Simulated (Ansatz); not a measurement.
Two shapes of singlet BF4(-).

Shape 1:

```xyz
5

B    -0.0204    0.0083   -0.0449
F     0.8525    0.7906    0.7921
F     0.8563   -0.7921   -0.8034
F    -0.7952    0.8187   -0.7633
F    -0.8248   -0.7985    0.7639
```

Shape 2:

```xyz
5

B     0.0000    0.0000    0.0000
F     0.7454    0.7454    0.7454
F     0.7454   -0.7454   -0.7454
F    -0.7454    0.7454   -0.7454
F    -0.7454   -0.7454    0.7454
```

Basis set: cc-pVDZ (spherical functions). Frozen core: 5 orbitals. Charge -1, multiplicity 1.

Computed with Ansatz (development build ahead of 0.2.0); each method stands on the lowest determinant of its kind that the runs found.

**Question.** Which shape is lower in energy, and by how much in each method?

**Answer.**

```tsv
method	E(2) − E(1) (eV)
RHF	1.220
RHF-MP2	1.530
```

Shape 1 is lower. Caution: no diffuse functions for an anion; no unrestricted run beside it, a lower state can exist.
